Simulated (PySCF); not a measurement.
## Low-lying terms of In³⁹⁺ (indium, charge +39)

Ground state [Ne], ¹S. All numbers are calculated (PySCF 2.14, scalar relativity by spin-free X2C-1e, in an even-tempered Gaussian basis (19 s from 2.56 bohr⁻², ratio 2.5; 13 p from 3.36 bohr⁻², ratio 2.5; 7 d from 1.71 bohr⁻², ratio 2.7; 3 f from 140 bohr⁻², ratio 2.7)). Vertical excitation energies in eV without spin-orbit coupling; excited terms of each kind are numbered among those the solver found. Frozen: 1s2.

```json
{"term": "1 3P°", "leading excitation": "2p → s", "EOM-EE-CCSD": "3460.4"}
{"term": "1 1P°", "leading excitation": "2p → s", "EOM-EE-CCSD": "3467.7"}
{"term": "1 3S", "leading excitation": "2p → p", "EOM-EE-CCSD": "3567.1"}
{"term": "1 3D", "leading excitation": "2p → p", "EOM-EE-CCSD": "3579.4"}
{"term": "1 1D", "leading excitation": "2p → p", "EOM-EE-CCSD": "3585.6"}
{"term": "1 1P", "leading excitation": "2p → p", "EOM-EE-CCSD": "3586.5"}
{"term": "1 3P", "leading excitation": "2p → p", "EOM-EE-CCSD": "3586.6"}
{"term": "1 1S", "leading excitation": "2p → p", "EOM-EE-CCSD": "3636.5"}
{"term": "2 3P°", "leading excitation": "2p → d", "EOM-EE-CCSD": "3701.0"}
{"term": "1 3F°", "leading excitation": "2p → d", "EOM-EE-CCSD": "3707.1"}
{"term": "1 1F°", "leading excitation": "2p → d", "EOM-EE-CCSD": "3714.7"}
{"term": "1 1D°", "leading excitation": "2p → d", "EOM-EE-CCSD": "3716.8"}
{"term": "2 3S", "leading excitation": "2s → s", "EOM-EE-CCSD": "3881.4"}
{"term": "2 1S", "leading excitation": "2s → s", "EOM-EE-CCSD": "3897.4"}
```

The spin-orbit splitting of the hole, absent here, rivals or exceeds the spacing of these terms, so the LS terms are model states.

The solver can miss terms. The 25 highest virtual orbitals were dropped.
